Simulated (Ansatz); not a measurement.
`O=CCC(=O)C(F)(F)F` and `O=C(F)C(F)(F)F` differ in one atom or group.

Ansatz, PBE0-D4/def2-TZVP geometries, multiplicity 1. Each molecule was computed in one conformer, which needn't be the lowest.

| property | `O=CCC(=O)C(F)(F)F` |
| --- | --- |
| size of the dipole moment (B3LYP/def2-TZVPP) / D | 4.04 |
| LUMO energy (B3LYP/def2-TZVPP) / eV | -2.19 |
| zero-point energy (PBE0-D4/def2-TZVP) / kJ/mol | 186.8 |
| size of the dipole moment (ωB97M-V/def2-TZVPP) / D | 4.04 |
| HOMO–LUMO gap (B3LYP/def2-TZVPP) / eV | 5.79 |
| size of the dipole moment (PBE/def2-TZVPP) / D | 3.79 |

Problem. What does the change do to each property? (Estimate.)

Solution. The calculation gave: 
| property | `O=C(F)C(F)(F)F` | shift |
| --- | --- | --- |
| size of the dipole moment (B3LYP/def2-TZVPP) / D | 0.73 | -3.31 |
| LUMO energy (B3LYP/def2-TZVPP) / eV | -2.12 | 0.07 |
| zero-point energy (PBE0-D4/def2-TZVP) / kJ/mol | 70.0 | -116.8 |
| size of the dipole moment (ωB97M-V/def2-TZVPP) / D | 0.74 | -3.30 |
| HOMO–LUMO gap (B3LYP/def2-TZVPP) / eV | 7.74 | 1.95 |
| size of the dipole moment (PBE/def2-TZVPP) / D | 0.75 | -3.04 |

With PBE0 the HOMO falls by 1.91 eV and the LUMO rises by 0.11 eV, so the gap widens by about 2.02 eV. PBE moves the HOMO by -1.71 eV and ωB97M-V by -1.95 eV. The zero-point energy changes by -116.8 kJ/mol with -15 modes. Dipoles are sizes alone; their direction can turn.

B3LYP here is the variant with VWN-RPA as its local correlation; programs differ in this.
